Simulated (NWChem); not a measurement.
Everything below was run with NWChem. System: CH3Si, charge 0, spin multiplicity 2, at a geometry optimised with UPBE0/def2-SVP. The structure started from a generated list of species. Its SCF solution wasn't tested for a lower state. Level: UHF/def2-TZVP.

The NWChem input:

```
start mol
memory heap 200 mb stack 900 mb global 1100 mb
geometry units angstroms nocenter noautoz
  C      1.100553    -0.086661     0.000000
  Si    -0.793743     0.046157     0.000000
  H      1.537484    -0.549854     0.900791
  H      1.434112     0.973479     0.000000
  H      1.537484    -0.549854    -0.900791
  symmetry group Cs
end
basis spherical
  * library def2-tzvp
end
scf
  uhf
  nopen 1
  maxiter 100
  thresh 1e-7
  semidirect memsize 60000000 filesize 0
  # guess.movecs holds the orbitals of an unrestricted PBE0 run
  vectors input guess.movecs output mol.movecs
end
task scf energy
```

Output (cleaned and shortened):

```
             Northwest Computational Chemistry Package (NWChem) 7.3.0
             --------------------------------------------------------

                                NWChem Input Module
                                -------------------

 Scaling coordinates for geometry "geometry" by  1.889725989
 (inverse scale =  0.529177249)

 Turning off AUTOSYM since
 SYMMETRY directive was detected!

                             Geometry "geometry" -> ""
                             -------------------------

 Output coordinates in angstroms (scale by  1.889725989 to convert to a.u.)

  No.       Tag          Charge          X              Y              Z
 ---- ---------------- ---------- -------------- -------------- --------------
    1 C                    6.0000     1.10055300    -0.08666100     0.00000000
    2 Si                  14.0000    -0.79374300     0.04615700     0.00000000
    3 H                    1.0000     1.53748400    -0.54985400     0.90079100
    4 H                    1.0000     1.43411200     0.97347900     0.00000000
    5 H                    1.0000     1.53748400    -0.54985400    -0.90079100

 Effective nuclear repulsion energy (a.u.)      41.7492891981

            Nuclear Dipole moment (a.u.)
            ----------------------------
        X                 Y               Z
 ---------------- ---------------- ----------------
    -0.0000075589     0.0000056692     0.0000000000

      Symmetry information
      --------------------

 Group name             Cs
 Group number              2
 Group order               2
 No. of unique centers     4

      Symmetry unique atoms

     1    2    3    4


 Summary of "ao basis" -> "" (spherical)
 ------------------------------------------------------------------------------
       Tag                 Description            Shells   Functions and Types
 ---------------- ------------------------------  ------  ---------------------
 *                         def2-tzvp                  on all atoms

 Summary of "ao basis" -> "ao basis" (spherical)
 ------------------------------------------------------------------------------
       Tag                 Description            Shells   Functions and Types
 ---------------- ------------------------------  ------  ---------------------
 C                         def2-tzvp                11       31   5s3p2d1f
 Si                        def2-tzvp                13       37   5s5p2d1f
 H                         def2-tzvp                 4        6   3s1p

                                 NWChem SCF Module
                                 -----------------

  ao basis        = "ao basis"
  functions       =    86
  atoms           =     5
  alpha electrons =    12
  beta  electrons =    11
  charge          =   0.00
  wavefunction    = UHF
  use symmetry    = T
  symmetry adapt  = T

 Summary of "ao basis" -> "ao basis" (spherical)
 ------------------------------------------------------------------------------
       Tag                 Description            Shells   Functions and Types
 ---------------- ------------------------------  ------  ---------------------
 C                         def2-tzvp                11       31   5s3p2d1f
 Si                        def2-tzvp                13       37   5s5p2d1f
 H                         def2-tzvp                 4        6   3s1p

      Symmetry analysis of basis
      --------------------------

        a'         57
        a"         29

 Forming initial guess at       0.1s

   Symmetry analysis of molecular orbitals - initial alpha
   -------------------------------------------------------

  Numbering of irreducible representations:

     1 a'          2 a"

  Orbital symmetries:

     1 a'          2 a'          3 a'          4 a'          5 a"
     6 a'          7 a'          8 a'          9 a"         10 a'
    11 a'         12 a"         13 a'         14 a'         15 a'
    16 a"         17 a'         18 a'         19 a'         20 a"
    21 a"         22 a'

   Symmetry analysis of molecular orbitals - initial beta
   ------------------------------------------------------

  Numbering of irreducible representations:

     1 a'          2 a"

  Orbital symmetries:

     1 a'          2 a'          3 a'          4 a'          5 a'
     6 a"          7 a'          8 a'          9 a"         10 a'
    11 a'         12 a'         13 a"         14 a'         15 a'
    16 a'         17 a"         18 a'         19 a'         20 a"
    21 a'         22 a'

 Starting SCF solution at       0.1s

 ----------------------------------------------
         Quadratically convergent UHF

 Convergence threshold     :          1.000E-07
 Maximum no. of iterations :          100
 Integral*density screening:          1.000E-09
 ----------------------------------------------

              iter       energy          gnorm     gmax       time
             ----- ------------------- --------- --------- --------
                 1     -328.4829485972  5.05D-01  2.06D-01      1.0
                 2     -328.4934819173  6.11D-02  1.11D-02      1.1
                 3     -328.4943803480  2.78D-03  9.06D-04      1.3
  ga_iter_lsolve: convergence stagnant ... aborting solve

 Disabled NR: increased maxiter to 110

                 4     -328.4943880027  2.77D-03  4.95D-04      1.8
                 5     -328.4943908445  2.18D-03  4.89D-04      1.9
                 6     -328.4943943639  3.14D-03  4.86D-04      2.0
                 7     -328.4944040802  6.44D-03  1.17D-03      2.1
                 8     -328.4944178897  3.74D-03  8.08D-04      2.3
                 9     -328.4944211420  2.30D-03  7.25D-04      2.4
[...]
    9   -0.5640
   10   -0.5498
   11   -0.3742
   12   -0.2740
   13    0.0224
   14    0.1206
   15    0.1939
   16    0.2040
   17    0.2082
   18    0.3045
   19    0.3069
   20    0.3090
   21    0.3210
   22    0.3337

          Final beta eigenvalues
          ----------------------

              1
    1  -68.7834
    2  -11.2145
    3   -6.1300
    4   -4.2343
    5   -4.2321
    6   -4.2205
    7   -0.9414
    8   -0.5665
    9   -0.5522
   10   -0.5450
   11   -0.3503
   12    0.0341
   13    0.0747
   14    0.1262
   15    0.2046
   16    0.2090
   17    0.2131
   18    0.3094
   19    0.3248
   20    0.3394
   21    0.3431
   22    0.3511

                    UHF Final Alpha Molecular Orbital Analysis
                    ------------------------------------------

 Vector   10  Occ=1.000000D+00  E=-5.498322D-01  Symmetry=a'
              MO Center=  1.1D+00,  1.9D-01,  3.6D-17, r^2= 1.5D+00
   Bfn.  Coefficient  Atom+Function         Bfn.  Coefficient  Atom+Function
  ----- ------------  ---------------      ----- ------------  ---------------
     7      0.289142  1 C  py                76      0.258049  4 H  s
    10      0.255711  1 C  py                75      0.165106  4 H  s

 Vector   11  Occ=1.000000D+00  E=-3.741746D-01  Symmetry=a'
              MO Center= -4.0D-01,  7.4D-02,  1.0D-15, r^2= 2.7D+00
   Bfn.  Coefficient  Atom+Function         Bfn.  Coefficient  Atom+Function
  ----- ------------  ---------------      ----- ------------  ---------------
    36      0.456968  2 Si s                 46     -0.302765  2 Si px
    35      0.277093  2 Si s                  6      0.243037  1 C  px
     9      0.243774  1 C  px                 5     -0.191387  1 C  s
    34     -0.171106  2 Si s                 12      0.155769  1 C  px

 Vector   12  Occ=1.000000D+00  E=-2.739677D-01  Symmetry=a"
              MO Center= -7.6D-01,  6.0D-02,  1.7D-13, r^2= 2.7D+00
   Bfn.  Coefficient  Atom+Function         Bfn.  Coefficient  Atom+Function
  ----- ------------  ---------------      ----- ------------  ---------------
    48      0.537545  2 Si pz                51      0.476860  2 Si pz
    45      0.161520  2 Si pz                39     -0.158650  2 Si pz

 Vector   13  Occ=0.000000D+00  E= 2.236126D-02  Symmetry=a'
              MO Center= -8.5D-01, -2.5D-02, -1.5D-14, r^2= 3.6D+00
   Bfn.  Coefficient  Atom+Function         Bfn.  Coefficient  Atom+Function
  ----- ------------  ---------------      ----- ------------  ---------------
    50      0.768890  2 Si py                47      0.294915  2 Si py

 Vector   14  Occ=0.000000D+00  E= 1.205565D-01  Symmetry=a'
              MO Center=  1.5D-01,  7.6D-02,  9.5D-14, r^2= 8.4D+00
   Bfn.  Coefficient  Atom+Function         Bfn.  Coefficient  Atom+Function
  ----- ------------  ---------------      ----- ------------  ---------------
     5      5.571244  1 C  s                 36     -2.377901  2 Si s
    49     -1.772046  2 Si px                77     -1.463221  4 H  s
    71     -1.284599  3 H  s                 83     -1.284599  5 H  s
    12     -0.577248  1 C  px                46     -0.474353  2 Si px
     4     -0.371456  1 C  s                  9     -0.259192  1 C  px

 Vector   15  Occ=0.000000D+00  E= 1.938734D-01  Symmetry=a'
              MO Center= -1.6D-01,  7.6D-01, -1.4D-15, r^2= 7.6D+00
   Bfn.  Coefficient  Atom+Function         Bfn.  Coefficient  Atom+Function
  ----- ------------  ---------------      ----- ------------  ---------------
    77      2.940972  4 H  s                  5     -1.969573  1 C  s
    49     -1.516362  2 Si px                12     -1.329684  1 C  px
    36     -1.131888  2 Si s                 13     -1.041014  1 C  py
    71      0.884258  3 H  s                 83      0.884258  5 H  s
     4      0.406419  1 C  s                 50      0.340318  2 Si py

                     UHF Final Beta Molecular Orbital Analysis
                     -----------------------------------------

 Vector    9  Occ=1.000000D+00  E=-5.522408D-01  Symmetry=a"
              MO Center=  1.3D+00, -3.0D-01,  9.8D-14, r^2= 1.3D+00
   Bfn.  Coefficient  Atom+Function         Bfn.  Coefficient  Atom+Function
  ----- ------------  ---------------      ----- ------------  ---------------
     8      0.303658  1 C  pz                11      0.267246  1 C  pz
    70      0.210310  3 H  s                 82     -0.210310  5 H  s

 Vector   10  Occ=1.000000D+00  E=-5.449994D-01  Symmetry=a'
              MO Center=  8.6D-01,  1.6D-01, -2.2D-15, r^2= 1.8D+00
   Bfn.  Coefficient  Atom+Function         Bfn.  Coefficient  Atom+Function
  ----- ------------  ---------------      ----- ------------  ---------------
    35      0.296522  2 Si s                  7     -0.248789  1 C  py
    76     -0.246978  4 H  s                 10     -0.222097  1 C  py
    34     -0.179290  2 Si s                 36      0.159068  2 Si s
    75     -0.158219  4 H  s

 Vector   11  Occ=1.000000D+00  E=-3.502986D-01  Symmetry=a'
              MO Center= -7.7D-01,  5.2D-03,  4.1D-14, r^2= 2.6D+00
   Bfn.  Coefficient  Atom+Function         Bfn.  Coefficient  Atom+Function
  ----- ------------  ---------------      ----- ------------  ---------------
    36      0.455019  2 Si s                 35      0.357336  2 Si s
    46     -0.316664  2 Si px                 9      0.215714  1 C  px
    34     -0.214595  2 Si s                  6      0.207611  1 C  px
    49     -0.172283  2 Si px

 Vector   12  Occ=0.000000D+00  E= 3.405311D-02  Symmetry=a'
              MO Center= -8.6D-01,  9.2D-02,  6.7D-14, r^2= 3.7D+00
   Bfn.  Coefficient  Atom+Function         Bfn.  Coefficient  Atom+Function
  ----- ------------  ---------------      ----- ------------  ---------------
    50      0.794947  2 Si py                47      0.270416  2 Si py

 Vector   13  Occ=0.000000D+00  E= 7.470286D-02  Symmetry=a"
              MO Center= -8.5D-01,  4.3D-02, -3.2D-14, r^2= 4.0D+00
   Bfn.  Coefficient  Atom+Function         Bfn.  Coefficient  Atom+Function
  ----- ------------  ---------------      ----- ------------  ---------------
    51      0.871115  2 Si pz                48      0.180424  2 Si pz
    45      0.155228  2 Si pz

 Vector   14  Occ=0.000000D+00  E= 1.262338D-01  Symmetry=a'
              MO Center=  4.3D-01,  1.0D-01,  2.0D-13, r^2= 8.3D+00
   Bfn.  Coefficient  Atom+Function         Bfn.  Coefficient  Atom+Function
  ----- ------------  ---------------      ----- ------------  ---------------
     5      5.852590  1 C  s                 36     -2.381792  2 Si s
    77     -1.711731  4 H  s                 49     -1.699791  2 Si px
    71     -1.358518  3 H  s                 83     -1.358518  5 H  s
    12     -0.528730  1 C  px                46     -0.472414  2 Si px
     4     -0.424274  1 C  s                 13      0.340129  1 C  py

 center of mass
 --------------
 x =  -0.19580421 y =   0.00545741 z =   0.00000000

 moments of inertia (a.u.)
 ------------------
          11.960929235157           8.762069748168           0.000000000000
           8.762069748168         143.457584994696           0.000000000000
           0.000000000000           0.000000000000         143.737222588691

  Mulliken analysis of the total density
  --------------------------------------

    Atom       Charge   Shell Charges
 -----------   ------   -------------------------------------------------------
    1 C    6     6.49   0.85  1.12  0.47  0.71  0.05  1.24  1.53  0.47  0.01  0.03  0.00
    2 Si  14    13.87   2.00  0.59  1.38  1.05  0.87  4.10  1.74  0.43  1.04  0.55  0.05  0.06  0.01
    3 H    1     0.88   0.26  0.48  0.11  0.02
    4 H    1     0.89   0.25  0.48  0.13  0.02
    5 H    1     0.88   0.26  0.48  0.11  0.02

  Mulliken analysis of the alpha density
  --------------------------------------

    Atom       Charge   Shell Charges
 -----------   ------   -------------------------------------------------------
    1 C    6     3.21   0.43  0.56  0.23  0.35  0.02  0.61  0.75  0.22  0.01  0.02  0.00
    2 Si  14     7.45   1.00  0.30  0.69  0.53  0.46  2.06  0.86  0.26  0.76  0.46  0.02  0.04  0.01
    3 H    1     0.45   0.13  0.25  0.06  0.01
    4 H    1     0.44   0.13  0.24  0.06  0.01
    5 H    1     0.45   0.13  0.25  0.06  0.01

   Mulliken analysis of the beta density
   -------------------------------------

    Atom       Charge   Shell Charges
 -----------   ------   -------------------------------------------------------
    1 C    6     3.28   0.43  0.56  0.23  0.36  0.03  0.62  0.77  0.25  0.01  0.01  0.00
    2 Si  14     6.42   1.00  0.30  0.69  0.52  0.42  2.04  0.88  0.17  0.27  0.09  0.02  0.02  0.01
    3 H    1     0.43   0.13  0.23  0.06  0.01
    4 H    1     0.45   0.13  0.24  0.06  0.01
    5 H    1     0.43   0.13  0.23  0.06  0.01

   Mulliken analysis of the spin density
   -------------------------------------

    Atom       Charge   Shell Charges
 -----------   ------   -------------------------------------------------------
    1 C    6    -0.06  -0.00  0.00 -0.00 -0.01 -0.01 -0.01 -0.02 -0.03  0.00  0.01  0.00
    2 Si  14     1.02   0.00  0.00 -0.00  0.01  0.04  0.02 -0.02  0.10  0.49  0.36  0.00  0.01 -0.00
    3 H    1     0.02   0.01  0.01 -0.00 -0.00
    4 H    1    -0.00  -0.00 -0.00 -0.00 -0.00
    5 H    1     0.02   0.01  0.01 -0.00 -0.00

       Multipole analysis of the density wrt the origin
       ------------------------------------------------

     L   x y z        total         alpha         beta         nuclear
     -   - - -        -----         -----         ----         -------
     0   0 0 0     -0.000000    -12.000000    -11.000000     23.000000

     1   1 0 0      0.449076      0.872764     -0.423681     -0.000008
     1   0 1 0     -0.038049     -0.197898      0.159844      0.000006
     1   0 0 1     -0.000000     -0.000000     -0.000000      0.000000

     2   2 0 0    -17.903953    -51.455667    -48.125969     81.677683
     2   1 1 0      0.397449      3.142239      2.182817     -4.927607
     2   1 0 1     -0.000000     -0.000000      0.000000      0.000000
     2   0 2 0    -13.774072    -10.647700     -8.937306      5.810934
     2   0 1 1     -0.000000     -0.000000      0.000000      0.000000
     2   0 0 2    -17.144972    -14.474290     -8.465980      5.795298

 Task  times  cpu:        5.4s     wall:        5.4s

 Total times  cpu:        5.4s     wall:        5.4s
```
